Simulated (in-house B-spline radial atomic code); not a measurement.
Ionising F VIII (F7+) with different functionals

Computed with a B-spline radial code for spherical atoms: non-relativistic Hamiltonian, point nucleus, spin-polarised at highest spin, spherical fractional occupations for the functionals, and exact exchange of hybrids averaged over the configuration. The ionisation energy is the difference of two self-consistent energies, 1s2 → 1s1, without Breit or QED terms; ε is the level of the shell that loses the electron (its least bound occupied spin orbital).

```json
{"method": "PBE0", "rung": "global hybrid", "ΔSCF (eV)": "952.22", "-ε(1s) (eV)": "913.32"}
{"method": "B3LYP", "rung": "global hybrid", "ΔSCF (eV)": "952.93", "-ε(1s) (eV)": "911.15"}
{"method": "TPSSh", "rung": "global hybrid", "ΔSCF (eV)": "953.44", "-ε(1s) (eV)": "908.89"}
{"method": "M06-2X", "rung": "global hybrid", "ΔSCF (eV)": "953.66", "-ε(1s) (eV)": "926.14"}
{"method": "BHandHLYP", "rung": "global hybrid", "ΔSCF (eV)": "953.19", "-ε(1s) (eV)": "927.64"}
{"method": "r2SCAN0", "rung": "global hybrid", "ΔSCF (eV)": "953.30", "-ε(1s) (eV)": "917.83"}
{"method": "B97-1", "rung": "global hybrid", "ΔSCF (eV)": "953.41", "-ε(1s) (eV)": "911.67"}
{"method": "HSE06", "rung": "range-separated hybrid", "ΔSCF (eV)": "952.31", "-ε(1s) (eV)": "912.94"}
{"method": "wB97X", "rung": "range-separated hybrid", "ΔSCF (eV)": "955.35", "-ε(1s) (eV)": "913.19"}
{"method": "CAM-B3LYP", "rung": "range-separated hybrid", "ΔSCF (eV)": "?", "-ε(1s) (eV)": "?"}
{"method": "LC-wPBE", "rung": "range-separated hybrid", "ΔSCF (eV)": "?", "-ε(1s) (eV)": "?"}
```

(1) What does CAM-B3LYP give?

(2) What does LC-wPBE give?

(3) Among the functionals, which spreads more, the ΔSCF values or the orbital energies?

(4) How do they compare with the NIST value?

Answers

(1) ΔSCF 952.81 eV, and -ε(1s) = 913.01 eV.

(2) ΔSCF 952.05 eV, and -ε(1s) = 905.81 eV.

(3) The orbital energies: ΔSCF values span about 3.30 eV and the orbital energies 21.82 eV; here energy differences depend much less on the functional than eigenvalues do.

(4) NIST lists 953.898 eV (tabulated theory, ground level to ground level). Errors run from -1.85 to +1.46 eV; M06-2X is closest (-0.24 eV), but part of that can be cancellation, since the calculations leave out relativity, Breit-QED terms.
